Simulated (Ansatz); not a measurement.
Consider the formal exchange of groups at the Al–C bond: `C#[C][Al]([CH3])[CH3]` + acetylene → `C#[C][Al]([CH3])[C]#C` + CH₄.

Calculated with Ansatz (gas phase, PBE0-D4/def2-TZVP geometries, no zero-point term in ΔE). CCSD(T)/CBS adds triple-zeta CCSD(T) − MP2 to the extrapolated MP2 energy (def2 sets, frozen cores). This one scheme is used for every species.

| species | CCSD(T)/CBS(def2) energy (Eh) |
| --- | --- |
| `C#[C][Al]([CH3])[CH3]` | -398.40777 |
| `C#C` | -77.22717 |
| `C#[C][Al]([CH3])[C]#C` | -435.20007 |
| CH₄ | -40.46206 |

(1) Work out ΔE.

Largest T1 diagnostic among the species: 0.013.

## Answers

(1) ΔE = (-435.20007) + (-40.46206) − (-398.40777) − (-77.22717) = -0.02719 Eh = -0.74 eV.

In def2-TZVPP, CCSD(T) changes the Hartree–Fock value by +0.07 eV (the triples alone add −0.01 eV) and MP2 by +0.04 eV. At CCSD(T), def2-SVP lies −0.05 eV from the extrapolated value and def2-TZVPP −0.02 eV. Leaving LDA and LC-ωPBE aside and taking each functional with its dispersion term where it has one, the values, not all of them listed here, spread over 0.10 eV, from B97M-V to ωB97M-V. LDA lies +0.07 eV from PBE without D4.
